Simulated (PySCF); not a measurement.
Cd(I)(SeH) (CdHISe), SMILES [SeH][Cd][I].

Coordinates come from a PBE0-D3(BJ)/def2-SVP optimisation. The structure was generated by enumeration; whether it is a known compound was not checked. The def2 effective core potentials stand for the cores of Cd, I; spin–orbit coupling is left out. The values are those of a single conformer.

The numbers are results of PBE/def2-TZVPD in PySCF, not measurements.

Isolated molecule, no solvent.

```
Quantity                                                                                                         Value
---------------------------------------------------------------------------------------------  -----------------------
total energy                                                                                       -2867.35379 hartree
point group                                                                                                         Cs
highest occupied level                                                                                        -6.08 eV
lowest empty level                                                                                            -2.81 eV
orbital gap                                                                                                    3.28 eV
dipole moment                                                                                                   0.81 D
quadrupole, principal values (traceless, Buckingham form, about the centre of nuclear charge)   -6.59, -0.12, 6.72 D·Å
mean static polarisability                                                                      108.8 bohr³ (16.12 Å³)
polarisability, principal values                                                               79.0, 80.5, 167.0 bohr³
```
